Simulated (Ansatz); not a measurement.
An input meant for TiH4⁻ (charge -1, doublet).

```yaml
crystal:
  periodic: [false, false, false]
  atoms:
    - {symbol: Ti, position_ang: [0.000000, 0.000007, 0.000009]}
    - {symbol: H, position_ang: [0.010237, -0.017098, 1.694435]}
    - {symbol: H, position_ang: [1.594179, 0.010511, -0.574425]}
    - {symbol: H, position_ang: [-0.806297, 1.386802, -0.546037]}
    - {symbol: H, position_ang: [-0.798119, -1.380232, -0.573972]}
basis:
  gaussian: {orbitals: def2-mTZVP, final_grid: {core_spheres: 1, valence_spheres: 1, degree: 5}}
total_charge: -1
magnetization: {spin_polarized: true, initial_magnetization: 1}
hamiltonian: {xc: {name: r2SCAN}}
accuracy: high
output: {forces: true}
```

```sh
$ ansatz run in.yaml --threads 4 --pin off --events-out ev --progress --plain --max-ram 3916MiB
```

Output, abridged:

```
Functional definition: r2SCAN
949 factors; integrals over basis functions are off by at most 4.1e-9 eV
mean field evaluation 1: about -23175.4726 eV, gradient 1.5e1 eV
mean field evaluation 2: about -23158.8008 eV, gradient 7.1e1 eV
mean field evaluation 4: about -23176.8715 eV, gradient 5.7e-1 eV
mean field evaluation 8: about -23176.2666 eV, gradient 1.8e0 eV
mean field evaluation 16: about -23176.2974 eV, gradient 1.5e-3 eV
mean field evaluation 32: about -23176.1928 eV, gradient 3.4e0 eV
mean field -23176.30060666 eV, -851.7133378339 hartree, gradient 1.7e-8 eV, S^2 0.756197; 9 other end points of the search recorded, 0 dependent functions left out
reference -23176.30067452 eV, -851.7133403278 hartree; 14, 13 occupied and 31, 32 virtual orbitals, 949 factors
Total energy: -23176.30067452 eV, -851.7133403278 hartree
Atom 0 at     0.000000     0.000007     0.000009 Å, force    -0.000026    -0.000169    -0.000137 eV/Å
Atom 1 at     0.010237    -0.017098     1.694435 Å, force    -0.018333    -0.026471     2.375077 eV/Å
Atom 2 at     1.594179     0.010511    -0.574425 Å, force     2.223237     0.017485    -0.835797 eV/Å
Atom 3 at    -0.806297     1.386802    -0.546037 Å, force    -1.106845     1.962532    -0.751819 eV/Å
Atom 4 at    -0.798119    -1.380232    -0.573972 Å, force    -1.098032    -1.953377    -0.787324 eV/Å
Dipole moment:    -0.000001     0.000017     0.000017 e Å
```

In this input the integration grid is far too coarse. Self-consistency was reached. The result belongs to that input, not to the species as meant.

The highest occupied level of an anion often lies above zero with these methods, and sets without diffuse functions describe the outer electron poorly.
